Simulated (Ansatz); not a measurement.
Molecule: sum formula H₅SiN₂O₂, charge 0, multiplicity 2. It need not be the lowest isomer of its formula. 
Coordinates optimised at B3LYP-D3(BJ)/def2-TZVP (Ansatz, a quantum-chemistry and plane-wave program):
SMILES: N[Si](N)([O])O
```xyz
10

N     -0.9223    -1.3467     0.5034
Si     0.0324    -0.0512    -0.0345
N     -0.5945     1.5363     0.2359
O      0.0670    -0.0459    -1.6552
O      1.4458    -0.0205     0.7991
H     -0.8846    -1.7230     1.4354
H     -1.6514    -1.7478    -0.0612
H     -1.5094     1.7870    -0.1073
H      0.0303     2.3294     0.2566
H      2.0763    -0.7247     0.6328
```
Charge 0, spin multiplicity 2.

Parts of the frozen-core correlation energy in 6-31G (Ansatz, hartree). Frozen orbitals: 9; correlated occupied orbitals by spin: 16 and 15; virtual: 34 and 35. Open shells are spin-unrestricted. Spin-orbit coupling is left out. No relativistic terms.

```tsv
term	value
reference (HF)	-550.38162
MP2 opposite-spin	-0.35643
MP2 same-spin	-0.11743
CCSD correlation	-0.50526
(T)	-0.00953
T1 diagnostic	0.030
largest doubles amplitude	0.020
<S^2> of the reference	0.756
```
